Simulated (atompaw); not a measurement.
## Building the PAW (atompaw) potential for selenium (Se) (PBE, scalar-relativistic).

- Element: Se
- Generator: atompaw 4.2.0.5
- Type: PAW
- Functional: PBE
- Relativity: scalar-relativistic
- Frozen core: [Ar] 3d10
- Valence charge: 6
- Reference configuration: 4s2 4p3 (charge +1)
- Partial waves: 4s (bound): rc 1.55 bohr; 4s channel at 3.3 Ry: rc 1.45 bohr; 4p (bound): rc 1.55 bohr; 4p channel at -0.15 Ry: rc 1.55 bohr
- Local potential: bessel scheme, radius 1.05 bohr
- Core correction: smooth core density matched at 1.35 bohr
- Augmentation charge: sinc compensation charge, radius 1.25 bohr; PAW radius 1.55 bohr; waves and projectors: custom polynom vanderbiltortho

All-electron outer shells of the reference configuration (PBE, scalar-relativistic, ld1.x):

| shell | level (eV) | outermost node (bohr) | outermost maximum (bohr) |
| --- | --- | --- | --- |
| 4s | -26.86 | 0.70 | 1.49 |
| 4p | -15.41 | 0.74 | 1.75 |

Results:

```
Cutoffs needed                                           : 21 Ry and 45 Ry (the cutoffs (Ry, on a coarse ladder) from which the occupation-weighted sum of valence levels, in a spherical-Bessel basis at the reference potential, stays within 10 and 1 mRy of its value at 400 Ry)
Ghost test                                               : ghost states, extra bound levels that the all-electron valence spectrum of the same l lacks: p at -41.7 eV, d at -5.8 eV; a true bound ghost makes a file unfit for plane-wave use (spherical-Bessel basis up to 400 Ry, 20 bohr box)
Lowest eigenvalue of the overlap operator                : 0.52 (p channel)
Overlap eigenvalues printed by atompaw (projector basis) : 0.0417, 1.8, 79.1, 1.14e+04
Share of each valence orbital outside the PAW sphere     : 4s 58 %, 4p 75 %
```

Generation and tests took about 4.5 s on one core of a shared server CPU.
